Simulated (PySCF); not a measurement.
**From computed data to an observable: dipole moment from atomic charges**

BClH4OSi, SMILES B([SiH3])(Cl)O. Atoms are numbered in the order given.

```xyz
8

B     -0.4269    -0.1434     0.0000
Cl     0.7102    -1.5278     0.0000
O     -1.7495    -0.3799     0.0000
H     -1.9798    -1.3223     0.0000
Si     0.3177     1.7422     0.0000
H     -0.7606     2.7742     0.0000
H      1.1752     1.9425     1.2073
H      1.1752     1.9425    -1.2073
```
Charge 0, spin multiplicity 1.

The structure is a stationary point at B3LYP-D3(BJ)/def2-SVP. Other conformers were not sampled.

Charges (e) from B3LYP/def2-TZVP (PySCF):

```tsv
atom	ESP fit	Mulliken
B1	0.315	0.282
Cl2	-0.191	-0.176
O3	-0.529	-0.350
H4	0.406	0.324
Si5	0.205	0.062
H6	-0.059	-0.051
H7	-0.074	-0.045
H8	-0.074	-0.045
```

The dipole moment of the full density is 1.37 D.

Task: What dipole moment does each set of point charges give, and which comes closer to that of the density?

Result: 
μ = Σ q r, and 1 e Å = 4.8032 D.
ESP fit: Σ q r = (-0.212, -0.183, 0.000) e Å, |μ| = 1.35 D.
Mulliken: Σ q r = (-0.322, -0.275, 0.000) e Å, |μ| = 2.03 D.
ESP fit comes closer in size. Point charges leave out the atoms' own dipoles (lone pairs, polarised bonds); fits to the potential absorb them, partitions of the density don't.
